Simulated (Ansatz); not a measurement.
Ansatz (a first-principles code) input for Cl₃Ga, SMILES [Cl][Ga+]([Cl])[Cl] (connectivity only; charge and spin as stated), charge +1, multiplicity 2, CAM-B3LYP/def2-SVPD. Geometry: PBE0-D3(BJ)/def2-SVP.

Ansatz 0.2 input:
```yaml
crystal:
  periodic: [false, false, false]
  atoms:
    - {symbol: Ga, position_ang: [-0.00000000, -0.00000000, -0.27386877]}
    - {symbol: Cl, position_ang: [0.00000000, 1.39462209, 1.41472391]}
    - {symbol: Cl, position_ang: [0.00000000, -0.00000001, -2.33004007]}
    - {symbol: Cl, position_ang: [0.00000000, -1.39462208, 1.41472392]}
basis:
  gaussian:
    orbitals: def2-SVPD
hamiltonian:
  xc: {name: CAM-B3LYP}
total_charge: 1
magnetization: {spin_polarized: true, initial_magnetization: 1}
```

Program output:

```
WARN ansatz: RAYON_NUM_THREADS=1 ignored (pool sized by the plan → 1); use --threads N
Functional definition: CAM-B3LYP
integrals: 0.08 GiB planned
1096 factors; integrals over basis functions are off by at most 6.3e-4 eV
integrals: 0.15 GiB planned
396 factors; integrals over basis functions are off by at most 1.9e-5 eV
mean field: 1.51 GiB planned
mean field evaluation 1: about -89922.9344 eV, gradient 2.4e1 eV
mean field evaluation 2: about -89922.6531 eV, gradient 2.8e1 eV
mean field evaluation 4: about -89925.3347 eV, gradient 4.4e-1 eV
mean field evaluation 8: about -89925.3495 eV, gradient 5.2e-2 eV
mean field evaluation 16: about -89925.3496 eV, gradient 2.0e-4 eV
mean field -89925.34958786 eV, -3304.6956437628 hartree, gradient 6.3e-6 eV, S^2 0.756294; 1 other end points of the search recorded, 0 dependent functions left out
reference -89925.34971398 eV, -3304.6956483977 hartree; 41, 40 occupied and 78, 79 virtual orbitals, 1096 factors
Total energy: -89925.34971398 eV, -3304.6956483977 hartree
```

The run converged.
